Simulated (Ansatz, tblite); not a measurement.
Forces on Ag₅Se⁻ at its r2SCAN-D4/def2-SVPD geometry. Total charge -1; singlet.

In the def2 sets Ag takes a core potential; there is no spin–orbit coupling. The xTB rows come from tblite. No other spin state of charge -1 was run. Another isomer (singlet) lies 0.54 eV lower at PBE0-D4/def2-TZVPD; other spin states weren't run for this one.

GFN1-xTB (tblite), largest force 0.58 eV/Å:

```xyz
6
positions Å, forces eV/Å
Ag    0.792   -0.590   -1.692   -0.161   -0.189   -0.506
Ag    0.229    1.276    0.187    0.128    0.557    0.116
Ag    2.302   -0.514    0.525    0.000   -0.040    0.455
Ag    0.005   -0.374    2.388    0.442   -0.066    0.098
Ag   -1.856   -0.429    0.455   -0.475   -0.169   -0.252
Se   -1.472    0.631   -1.863    0.066   -0.093    0.089
```

GFN2-xTB (tblite), largest force 0.47 eV/Å:

```
Ag -0.039 -0.068 -0.462
Ag 0.050 0.254 0.043
Ag 0.417 -0.063 0.177
Ag 0.083 -0.043 0.448
Ag -0.448 -0.043 -0.131
Se -0.063 -0.037 -0.075
```

PBE-D4/def2-TZVPD (Ansatz), largest force 0.29 eV/Å:

```
Ag -0.075 -0.083 -0.219
Ag -0.015 0.282 -0.039
Ag 0.232 -0.066 0.098
Ag 0.044 -0.055 0.251
Ag -0.204 -0.075 -0.114
Se 0.018 -0.003 0.023
```
